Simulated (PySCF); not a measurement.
# How methods differ on the ionisation energy of Cd

Cd [Kr] 4d10 5s2 (1S) → Cd⁺ [Kr] 4d10 5s1 (2S), as a difference of total energies. All numbers are calculated (PySCF 2.14, scalar relativity by spin-free X2C-1e, in x2c-TZVPPall with one added diffuse shell each of s, p, d, f type (9s7p7d3f1g, 95 functions)). Correlated levels: valence: [Kr] frozen. The calculations carry no spin-orbit coupling.

| method | ionisation energy (eV) |
| --- | --- |
| UHF | 7.332 |
| MP2 (valence) | 8.839 |
| SCS-MP2 (valence) | 8.813 |
| CCSD (valence) | 8.703 |
| CCSD(T) (valence) | 8.824 |

Question: How much does correlation contribute at CCSD(T) (valence)?

Answer: 8.824 − (7.332) = 1.492 eV, measured against UHF.

Errors of the correlated levels include the incompleteness of this basis and the frozen core.

For comparison: 8.994 eV (measured; NIST Atomic Spectra Database, ionization energies).
